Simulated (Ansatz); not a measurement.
Reaction (formal exchange of groups at the Si–Br bond): `Br[SiH]1N[SiH2]1` + `[ZnH2]` → `[ZnH][SiH]1N[SiH2]1` + HBr

Gas-phase electronic energies from Ansatz, PBE0-D4/def2-TZVP geometries. CCSD(T)/CBS is the MP2 limit (def2-TZVPP, def2-QZVPP) plus CCSD(T) − MP2 in def2-TZVPP, frozen cores. Functionals use def2-TZVPP. For Br, Zn outer-core shells are correlated without core-valence functions, which leaves a few kJ/mol of doubt a bond. Scalar relativity is left out up to krypton.

CCSD(T)/CBS gives +77.2 kJ/mol.

**Question.** Another level gave +77.7 kJ/mol. Which?
A. LC-ωPBE/def2-TZVPP
B. PBE0-D4/def2-TZVPP
C. SCS-MP2/def2-TZVPP
D. PBE-D4/def2-TZVPP

**Answer.** A. LC-ωPBE 77.7, PBE-D4 68.2, SCS-MP2/def2-TZVPP 84.2, PBE0-D4 72.9 kJ/mol.

**Question.** What do rigid-rotor, harmonic-oscillator terms from PBE0-D4/def2-TZVP frequencies (298.15 K, 1 bar) make of the CCSD(T)/CBS value? (Estimate.)

**Answer.** Ansatz gave: ΔZPE = -2.3 kJ/mol, ΔH = +77.1 kJ/mol, ΔS = 17 J/(mol·K), ΔG = +72.2 kJ/mol.

Largest T1 diagnostic among the species: 0.016.

Leaving LDA and LC-ωPBE aside and taking each functional with its dispersion term where it has one, the values, not all of them listed here, spread over 15.1 kJ/mol, from PBE-D4 to BHLYP-D4. In def2-TZVPP, CCSD(T) changes the Hartree–Fock value by −14.1 kJ/mol (the triples alone add −1.3 kJ/mol) and MP2 by −6.0 kJ/mol.

CCSD(T)/CBS has its own doubt, a few kJ/mol and more with outer-core shells, so smaller differences from it don't rank the levels.
